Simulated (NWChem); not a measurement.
# SnNH3Cl2; SMILES [SnH]([NH2])([Cl])[Cl]

```xyz
7

Sn     0.2913    -0.0002    -0.3068
N      1.9494    -0.1385     0.8418
Cl    -1.0052    -1.8748     0.2409
Cl    -0.9238     1.9321     0.2634
H      0.5648     0.0273    -1.9841
H      2.2197     0.7607     1.2398
H      1.7947    -0.7838     1.6164
```
Atoms are numbered in this order, from 1.

All runs: NWChem. All runs use the structure optimised with PBE0/def2-SVP. def2 effective core potentials on Sn; no spin-orbit coupling. Level MN15/def2-SVP: energy and gradient on several grids; changes count from the extra-fine grid, which is no exact limit either.

Q: Which is the coarsest grid (fine; xfine; xcoarse; coarse; medium) from which on the energy stays within 50 μHa and each gradient component within 100 μHa/bohr of xfine?

A: fine.
```csv
grid,size of the energy change (μHa),largest change of a gradient component (μHa/bohr),"time, medium = 1 (rough)"
xcoarse,6000,10000,about 1
coarse,< 10,700,about 1
medium,< 10,300,about 1
fine,< 10,< 30,about 1
xfine,< 10,< 30,2
```
